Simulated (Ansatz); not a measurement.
Relaxation of CH$_{7}$BF$_{2}$Si$_{2}$ (13 atoms, charge 0, multiplicity 1), to a largest force component of 0.02 eV/Å in at most 40 steps.

Computed with Ansatz, UKS B3LYP/STO-3G.

```xyz
13
Properties=species:S:1:pos:R:3:forces:R:3
C -0.764 -0.909 1.336 -2.16 3.53 0.11
Si 0.411 0.162 0.364 0.88 -0.38 0.04
F 1.859 0.184 1.164 0.34 0.09 0.31
Si 0.768 -0.710 -1.669 -2.73 -1.09 -0.21
B -0.245 1.971 0.167 -4.93 2.04 2.23
F -1.523 2.359 0.753 4.56 -1.22 -2.21
H -0.927 -0.424 2.337 0.02 -0.73 -0.80
H -1.745 -0.862 0.781 0.86 -0.55 0.80
H -0.425 -1.884 1.463 0.57 -2.55 0.30
H 1.661 0.092 -2.399 0.74 0.40 -0.77
H -0.607 -0.735 -2.348 1.84 -0.02 0.55
H 1.217 -2.087 -1.516 0.08 0.31 -0.34
H 0.340 2.808 -0.419 -0.08 0.18 -0.02
```

Question: Where does it end, and by what steps?

Answer: It converged. The force dipped under the threshold on the way, but the program's further checks kept it going. Limits of this set-up: minimal basis. After 21 steps the energy has fallen by 0.826 eV; F6 moved furthest, 0.66 Å.

| step | energy less start (eV) | largest force component (eV/Å) | accepted |
| --- | --- | --- | --- |
| 0 | 0.0000 | 4.927 | yes |
| 1 | -0.6479 | 2.936 | yes |
| 2 | -0.6710 | 1.709 | yes |
| 3 | -0.7553 | 1.068 | yes |
| 4 | -0.8004 | 0.779 | yes |
| 5 | -0.8172 | 0.113 | yes |
| 6 | -0.8218 | 0.198 | yes |
| 7 | -0.7817 | 1.380 | no |
| 8 | -0.8217 | 0.129 | no |
| 9 | -0.8234 | 0.043 | yes |
| 10 | -0.8234 | 0.054 | yes |
| 11 | -0.8249 | 0.038 | yes |
| 12 | -0.8229 | 0.386 | no |
| 13 | -0.8255 | 0.032 | yes |
| 14 | -0.8251 | 0.216 | no |
| 15 | -0.8250 | 0.084 | no |
| 16 | -0.8257 | 0.015 | yes |
| 17 | -0.8259 | 0.082 | yes |
| 18 | -0.8258 | 0.064 | no |
| 19 | -0.8260 | 0.034 | yes |
| 20 | -0.8261 | 0.001 | yes |
| 21 | -0.8261 | 0.009 | yes |

```xyz
13
Properties=species:S:1:pos:R:3
C -0.742 -0.883 1.395
Si 0.426 0.203 0.370
F 1.887 0.237 1.158
Si 0.677 -0.747 -1.693
B -0.289 2.062 0.204
F -1.575 2.316 0.098
H -0.865 -0.493 2.414
H -1.739 -0.923 0.936
H -0.375 -1.914 1.479
H 1.627 -0.023 -2.507
H -0.582 -0.748 -2.404
H 1.129 -2.118 -1.611
H 0.442 2.996 0.176
```

Whether the end is a true minimum wasn't checked by a vibrational analysis.

Run time: 120 s on 1 thread of Arm Neoverse V1, on a shared host, peak memory 0.16 GiB.
